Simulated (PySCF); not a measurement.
hex-3-yne (C6H10), SMILES CCC#CCC. Atoms are numbered in the order given.

```xyz
16

C      2.6520     0.0000    -0.8733
C      2.0701     0.0000     0.5485
C      0.6065     0.0000     0.5755
C     -0.6065     0.0000     0.5755
C     -2.0701     0.0000     0.5485
C     -2.6520     0.0000    -0.8733
H      2.3220     0.8891    -1.4322
H      3.7528     0.0000    -0.8426
H      2.3220    -0.8891    -1.4322
H      2.4437     0.8805     1.1014
H      2.4437    -0.8805     1.1014
H     -2.4437     0.8805     1.1014
H     -2.4437    -0.8805     1.1014
H     -2.3220    -0.8891    -1.4322
H     -3.7528     0.0000    -0.8426
H     -2.3220     0.8891    -1.4322
```

The structure is a stationary point at B3LYP-D3(BJ)/def2-SVP.

Two levels are set side by side: PBE/pcSseg-1 (PySCF) and PBE0/pcSseg-1 (PySCF). GIAO shifts against TMS (¹H), TMS (¹³C) at the same level; non-relativistic, no solvent, atoms listed together averaged. Differences are taken from unrounded values.

```tsv
quantity	PBE0
δ(¹³C) of C1, C6 (ppm)	18.9
δ(¹³C) of C2, C5 (ppm)	17.7
δ(¹³C) of C3, C4 (ppm)	88.6
δ(¹H) of H10, H11, H12, H13 (ppm)	2.44
```

Problem. What does PBE give, and how far is it from PBE0? (Estimate from the structure and the level; the computed values follow.)

Solution. 
```json
[
 {"quantity": "δ(¹³C) of C1, C6 (ppm)", "PBE": "19.3", "PBE minus PBE0": "0.4"},
 {"quantity": "δ(¹³C) of C2, C5 (ppm)", "PBE": "19.4", "PBE minus PBE0": "1.7"},
 {"quantity": "δ(¹³C) of C3, C4 (ppm)", "PBE": "87.1", "PBE minus PBE0": "-1.5"},
 {"quantity": "δ(¹H) of H10, H11, H12, H13 (ppm)", "PBE": "2.55", "PBE minus PBE0": "0.11"}
]
```

Rough cost on one machine, each run with all the roots and properties that it gave: PBE0 against PBE within a factor of 2.
